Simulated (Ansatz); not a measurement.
Isomers of C3H7Cl, B3LYP-D3(BJ)/def2-TZVP minima from an xTB search, which can miss the lowest.
Isomer 1, SMILES CC(C)Cl (charge 0, multiplicity 1):
```xyz
11

C      1.208     0.474    -0.017
C      0.078    -0.519    -0.198
C     -1.295     0.071     0.056
Cl     0.339    -1.935     0.929
H      1.203     0.883     0.994
H      1.083     1.300    -0.723
H      2.176     0.009    -0.198
H      0.121    -0.966    -1.190
H     -1.361     0.470     1.069
H     -1.475     0.888    -0.648
H     -2.077    -0.676    -0.074
```
Isomer 2, SMILES CCCCl (charge 0, multiplicity 1, Z-matrix in Å and degrees):
```
C
H 1 1.0920
H 1 1.0920 2 106.81
C 1 1.5158 2 109.10 3 -117.80
H 4 1.0884 1 111.73 2 -60.63
H 4 1.0884 5 108.92 1 123.92
C 1 1.5284 2 110.24 3 119.78
H 7 1.0907 1 110.76 2 -58.83
H 7 1.0923 8 107.72 1 121.99
H 7 1.0923 8 107.72 9 116.02
Cl 4 1.8082 5 106.19 6 113.98
```

Correlated levels freeze the cores. MP2 and its Hartree–Fock in cc-pV(Q+d)Z are density fitted.

Codes used: Ansatz (Gaussian orbitals). 

The energy of isomer 2 above isomer 1 is E(isomer 2) − E(isomer 1). Total energies (hartree):

```csv
level,isomer 2,isomer 1
HF/cc-pV(T+d)Z,-577.2478437,-577.2505966
MP2/cc-pV(T+d)Z,-577.9694604,-577.9742991
HF/cc-pV(Q+d)Z,-577.2589804,-577.2617124
MP2/cc-pV(Q+d)Z,-578.0324384,-578.0373865
CCSD(T)/cc-pV(T+d)Z,-578.0512210,-578.0554810
```

Question: Work out the energy of isomer 2 above isomer 1 at the basis-set limit: extrapolate the MP2 correlation part as X⁻³, take Hartree–Fock from the larger set, and add the CCSD(T) − MP2 difference of cc-pV(T+d)Z.

Answer: 
1. Differences (1 hartree = 627.509 kcal/mol): HF/cc-pV(T+d)Z 1.727; MP2/cc-pV(T+d)Z 3.036; HF/cc-pV(Q+d)Z 1.714; MP2/cc-pV(Q+d)Z 3.105; CCSD(T)/cc-pV(T+d)Z 2.673.
2. Correlation parts, MP2 less HF: 1.309 in cc-pV(T+d)Z (X = 3), 1.391 in cc-pV(Q+d)Z (X = 4).
3. Limit (4³·(1.391) − 3³·(1.309))/(4³ − 3³) = 1.450; with HF/cc-pV(Q+d)Z it gives 3.165.
4. CCSD(T) less MP2 in cc-pV(T+d)Z: -0.363.
Result: 2.80 kcal/mol, against 3.04 at MP2/cc-pV(T+d)Z. It is an estimate of this method's limit, not of the exact value.

Ansatz is an electronic-structure program.
